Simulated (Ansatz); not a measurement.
System: CH2N (charge 0, doublet). It need not be the lowest isomer of its formula. SMILES: [CH][NH]
Structure (B3LYP-D3(BJ)/def2-TZVP (Ansatz, an electronic-structure program) minimum search):
```xyz
4

C      0.0330     0.0062    -0.6452
N     -0.0307    -0.0059     0.5805
H      0.9162     0.2940    -1.2272
H     -0.8993    -0.2899     1.0349
```
Charge 0, spin multiplicity 2.

Parts of the frozen-core correlation energy in cc-pVDZ (Ansatz, hartree). Frozen orbitals: 2; correlated occupied orbitals by spin: 6 and 5; virtual: 30 and 31. UHF or UKS for open shells. Spin-orbit coupling is left out. No relativistic terms.

| term | value |
|---|---|
| reference (HF) | -93.40959 |
| MP2 opposite-spin | -0.20238 |
| MP2 same-spin | -0.06853 |
| CCSD correlation | -0.29609 |
| (T) | -0.01054 |
| CCSDT minus CCSD(T) | -0.00091 |
| CCSDT(Q) minus CCSD(T) | -0.00189 |
| T1 diagnostic | 0.037 |
| largest doubles amplitude | 0.116 |
| <S^2> of the reference | 0.821 |
